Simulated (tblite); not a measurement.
Compound: C₆H₁₃P.
Cartesian coordinates in Å at the GFN2-xTB level; atoms count from 1:
```
atom  x, y, z in Å
C1     3.2261   -0.9612    0.7680
C2     2.1937   -0.8805   -0.0565
P3     1.4667    0.6717   -0.6552
C4    -0.2664    0.4524    0.0558
C5    -0.8745    1.8271    0.3100
C6    -1.0911   -0.3774   -0.9314
C7    -2.4187   -0.8569   -0.3559
H8     3.6870   -0.0800    1.1854
H9     3.6572   -1.9070    1.0563
H10    1.7641   -1.7786   -0.4867
H11    1.9445    1.4499    0.4077
H12   -0.1813   -0.0920    1.0049
H13   -0.2568    2.3971    1.0028
H14   -1.8694    1.7362    0.7405
H15   -0.9488    2.3866   -0.6212
H16   -1.2724    0.2194   -1.8289
H17   -0.5079   -1.2526   -1.2338
H18   -2.2547   -1.4328    0.5528
H19   -2.9320   -1.4909   -1.0755
H20   -3.0707   -0.0200   -0.1202
```

All values are computed: GFN2-xTB (tblite) harmonic vibrations without scaling, gas phase. Against measured fundamentals such values can be off by several per cent, at times by over 20. Modes of hydrogen on phosphorus can be 10 to 20 % off. One conformer, not necessarily the lowest.

Harmonic wavenumbers (cm⁻¹): 50.6, 58.9, 65.4, 154.5, 194.6, 211.3, 231.1, 295.8, 322.3, 383.1, 409.8, 549.4, 687.7, 711.4, 806.8, 819.6, 861.7, 887.7, 898.0, 976.4, 1004.9, 1012.5, 1021.6, 1039.7, 1084.8, 1144.5, 1160.6, 1210.2, 1244.2, 1256.2, 1303.8, 1346.3, 1400.1, 1409.5, 1415.1, 1483.1, 1494.3, 1496.0, 1503.8, 1511.5, 1653.3, 2246.4, 2890.2, 2945.6, 2970.8, 3011.5, 3018.9, 3019.5, 3027.5, 3028.2, 3033.9, 3046.1, 3080.1, 3103.8.

A = 3387, B = 1178, C = 1002 MHz; mass 116.075 u (most abundant isotopes); point group C1, symmetry number 1.

**Question.** Zero-point energy?

**Answer.** ½Σν̃ = 37597 cm⁻¹ = 449.76 kJ/mol.

**Question.** Give the ideal-gas entropy at 298.15 K and 1 bar in the rigid-rotor, harmonic-oscillator model (classical rotation).

**Answer.** Translation 168.15, rotation 120.40, vibration 124.95: S = 413.5 J/(mol K).

**Question.** And Cp and H(298.15 K) − H(0)?

**Answer.** Cp = 156.02 J/(mol K), of which vibrations give 122.76 (their classical limit is 54 R = 449.0); H(298.15 K) − H(0) = 28.96 kJ/mol without the zero-point energy, 19.05 from vibrations.

**Question.** Blend soft modes into free rotors: weight 1/[1 + (100 cm⁻¹/ν̃)⁴] for the oscillator and the rest for a rotor with moment μB/(μ + B), μ = h/(8π²ν), B = 10⁻⁴⁴ kg m². What vibrational entropy results?

**Answer.** 112.24 J/(mol K) in place of 124.95, which changes −T·S at 298.15 K by +3.79 kJ/mol.

**Question.** What must be added to the electronic energy to get the Gibbs energy at 298.15 K and 1 bar?

**Answer.** ZPE + [H(298.15 K) − H(0)] − T·S = 449.76 + 28.96 − 123.29 = 355.43 kJ/mol.

**Question.** Which modes carry the vibrational entropy at 298.15 K?

**Answer.** 50.6 cm⁻¹: 20.06; 58.9 cm⁻¹: 18.80; 65.4 cm⁻¹: 17.94; 154.5 cm⁻¹: 10.95; 194.6 cm⁻¹: 9.14; 211.3 cm⁻¹: 8.50 J/(mol K); the other 48 give 39.57 together.

**Question.** How do the functions run with temperature in this model?

**Answer.** 
```csv
T (K),S (J/(mol K)),Cp (J/(mol K)),H − H(0) (kJ/mol),G − H(0) (kJ/mol),ln q(vib)
50,245.1,57.4,2.19,-10.07,0.65
100,292.2,80.6,5.65,-23.57,2.01
373.15,451.9,187.1,41.83,-126.78,9.26
500,513.4,234.6,68.67,-188.05,12.46
750,622.7,304.1,136.61,-330.40,18.59
1000,717.0,351.1,218.88,-498.15,24.37
```

q(vib) and H(0) count from the zero-point level.

Hindered rotation and anharmonicity are outside this model. Other conformers, if any are populated, would add a mixing term that is left out. The structure is chiral; the term R ln 2 for an equal mix with its mirror image is left out.

Hardware: one thread of an Arm Neoverse V1 (shared host). Cost: 0.69 s wall. The figure is for the frequency step alone.
